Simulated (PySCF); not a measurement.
Gas-phase reaction: B₃N₃Cl₃H₃ + 6 H = 3 BCl + 3 NH₃

Method: PySCF energies plus ideal-gas RRHO corrections (1 bar). † marks an energy on the PBE0/def2-TZVP geometry and frequencies. MP2 freezes the core. Open shells (unrestricted): H (multiplicity 2); the rest are closed-shell singlets. MP2 isn't extrapolated to the basis-set limit; its ΔH°(298 K) is 385.1 kJ in def2-SVP and 246.8 kJ in def2-TZVPP. The harmonic model lacks anharmonicity and excited electronic states, which grow with temperature; levels with a mode under 35 cm⁻¹ are left out. Soft modes under 120 cm⁻¹ make the harmonic entropy rough for B₃N₃Cl₃H₃.

| level | ΔE electronic, kJ | ΔH°(298 K), kJ | ΔS°(298 K), J/K | ΔG°(1000 K), kJ |
|---|---|---|---|---|
| BLYP/def2-TZVP† | -39 | 56 | 147 | -50 |
| HF/def2-TZVP† | 270 | 365 | 147 | 259 |
| M06-2X/def2-TZVP† | 100 | 196 | 147 | 89 |
| MP2/def2-SVP† | 290 | 385 | 147 | 279 |
| PBE0/def2-SVP† | 254 | 349 | 147 | 243 |
| LDA/def2-TZVP† | 169 | 265 | 147 | 159 |
| ωB97M-V/def2-TZVP† | 50 | 145 | 147 | 39 |
ΔH° is lowest at BLYP/def2-TZVP† and highest at MP2/def2-SVP†. No reference value is set beside these.
